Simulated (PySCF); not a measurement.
Dipole response of Ag⁺ (silver, charge +1)

[Kr] 4d9 5s1, high-spin 3D determinant (an excited configuration). Computed with PySCF 2.14 in def2-QZVPPD with the def2 core potential (28 electrons), with a scalar-relativistic core potential. Coupled (time-dependent) response in atomic units; α is the mean over directions.

```tsv
method	mean α (bohr³)	α xx, yy, zz	C₆ (like pair)	S(−4)
wB97X-V	26.24	26.66, 26.66, 25.41	162.7	475.2
```

S(−4) is the Cauchy moment in α(ω) = α(0) + S(−4) ω² + …

Spin-orbit coupling is absent.

α(iu) at wB97X-V:

```json
{"u (hartree)": "0", "α(iu) (bohr³)": "26.24"}
{"u (hartree)": "0.0500", "α(iu) (bohr³)": "25.12"}
{"u (hartree)": "0.100", "α(iu) (bohr³)": "22.41"}
{"u (hartree)": "0.200", "α(iu) (bohr³)": "16.45"}
{"u (hartree)": "0.300", "α(iu) (bohr³)": "12.33"}
{"u (hartree)": "0.500", "α(iu) (bohr³)": "8.061"}
{"u (hartree)": "0.750", "α(iu) (bohr³)": "5.617"}
{"u (hartree)": "1.00", "α(iu) (bohr³)": "4.282"}
{"u (hartree)": "1.50", "α(iu) (bohr³)": "2.812"}
{"u (hartree)": "2.00", "α(iu) (bohr³)": "2.007"}
{"u (hartree)": "3.00", "α(iu) (bohr³)": "1.163"}
{"u (hartree)": "5.00", "α(iu) (bohr³)": "0.5202"}
```

A single London oscillator, α(iu) = α/(1 + u²/ω²), gives C₆ = (3/4) ω α². Matching the computed C₆ needs ω = 4 × 162.7 / (3 × 26.24²) = 0.315 hartree.

For an ion, C₆ is the dispersion term alone; charge-induced terms of lower order in 1/R come first.

The components differ because the open shell of this determinant is not spherical; for a pure term their mean is the scalar polarisability.

Energies and moments cover only the electrons outside the core potential.
